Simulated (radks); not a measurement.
Valence configurations of Mn (all share [Ar]). Calculated with a radial shooting solver on a logarithmic mesh with Libxc functionals: scalar-relativistic Kohn-Sham, PBE, spin-polarised, spherical densities, point nucleus; open shells are filled with parallel spins first. Energies are relative to 3d5 4s2; eigenvalues in eV for spin up.

valence,E (eV),moment (Bohr magnetons),e(3d),e(4p),e(4s)
3d5 4s2,0.000,5,-8.146,-,-5.508
3d4.5 4s2 4p0.5,3.864,5,-11.194,-2.293,-6.630
3d5 4s1.5 4p0.5,1.288,6,-8.879,-2.098,-6.175
3d4.5 4s1 4p1.5,6.287,7,-12.371,-3.107,-7.694
3d4 4s2 4p1,8.935,5,-14.389,-2.979,-7.694
3d4 4s1.5 4p1.5,10.393,6,-14.957,-3.398,-8.223
3d3 4s2 4p2,23.050,5,-21.187,-4.268,-9.704
3d6 4s1,1.341,5,-4.433,-,-4.681
3d5 4s1 4p1,2.229,7,-9.479,-2.477,-6.698

NIST lists [Ar] 3d5 4s2 as the ground configuration; this level of theory agrees among the configurations tried. The energies are those of spherical high-spin densities, not of single terms. No valid solution was reached for [Ar] 3d5 4p2.
